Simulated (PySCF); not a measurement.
In(Cl)2(OH) (Cl2HInO), SMILES [OH][In]([Cl])[Cl].

Geometry optimised at PBE0-D3(BJ)/def2-SVP. The def2 effective core potentials stand for the cores of In; spin–orbit coupling is left out. The values are those of a single conformer.

All values below come from PySCF with HF/def2-TZVPD.

Gas-phase values at a fixed geometry.

```
Property                                                                                                       Result
---------------------------------------------------------------------------------------------  ----------------------
total energy                                                                                      -1183.84429 hartree
point group                                                                                                        Cs
highest occupied level                                                                                      -12.61 eV
lowest empty level                                                                                            0.13 eV
orbital gap                                                                                                  12.74 eV
dipole moment                                                                                                  1.47 D
quadrupole, principal values (traceless, Buckingham form, about the centre of nuclear charge)  -11.24, 1.35, 9.89 D·Å
mean static polarisability                                                                       60.5 bohr³ (8.97 Å³)
polarisability, principal values                                                               46.5, 62.9, 72.1 bohr³
```
